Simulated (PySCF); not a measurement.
CH6ClFSi2, SMILES F[SiH2]C[SiH2]Cl. Atoms are numbered in the order given.

```xyz
11

Si     1.4965     0.3337     0.3972
F      3.0626    -0.1146     0.3528
C      0.4760    -1.0278    -0.3809
Si    -1.2236    -0.4912    -0.9361
Cl    -2.0516     0.6966     0.5579
H      1.1304     0.5412     1.8222
H      1.3747     1.5950    -0.3857
H      1.0182    -1.4038    -1.2673
H      0.3883    -1.8653     0.3311
H     -1.1364     0.3383    -2.1699
H     -2.1374    -1.6454    -1.1601
```

The structure is a stationary point at PBE0-D3(BJ)/def2-SVP. This is a generated structure with no PubChem entry under its InChIKey; it may be hypothetical. The values are those of a single conformer.

Computed with PySCF with PBE0-D3(BJ)/def2-SVP.

Frequencies are harmonic and unscaled.

Computed normal modes with their intensities:
```
mode  ν (cm⁻¹)  IR (km/mol)    moving atoms (share of kinetic energy)
----  --------  -----------  ----------------------------------------
1           52          1.3          Si 31 %, Cl 28 %, F 19 %, H 18 %
2           68          2.5  F 33 %, Si 19 %, H 18 %, C 16 %, Cl 14 %
3          112          0.8          H 31 %, Si 26 %, Cl 19 %, C 17 %
4          192          4.0  F 35 %, Si 32 %, C 11 %, Cl 11 %, H 10 %
5          281          9.2           Si 46 %, F 20 %, H 19 %, C 11 %
6          481          8.9                           H 83 %, Si 11 %
7          530         36.7                          Cl 45 %, Si 44 %
8          538          1.9                           H 80 %, Si 18 %
9          658         38.0                   C 39 %, H 37 %, Si 22 %
10         686         27.3                                    H 88 %
11         745         57.6                            H 83 %, Si 8 %
12         770         53.5                   H 44 %, C 33 %, Si 23 %
13         802         56.3                   H 64 %, C 26 %, Si 10 %
14         867        116.6                   H 52 %, F 31 %, Si 15 %
15         869         57.7                   H 60 %, F 20 %, Si 15 %
16         912        253.4                           H 73 %, Si 14 %
17         956         42.7                                    H 93 %
18         962        204.8                           H 87 %, Si 10 %
19        1010         22.9                                    H 92 %
20        1080        191.8                            H 55 %, C 39 %
21        1369         11.4                             H 92 %, C 8 %
22        2253         80.0                                    H 98 %
23        2259         30.3                                    H 97 %
24        2262        171.7                                    H 96 %
25        2280        103.1                                    H 96 %
26        3068          0.4                                    H 95 %
27        3142          0.8                             H 91 %, C 9 %
```
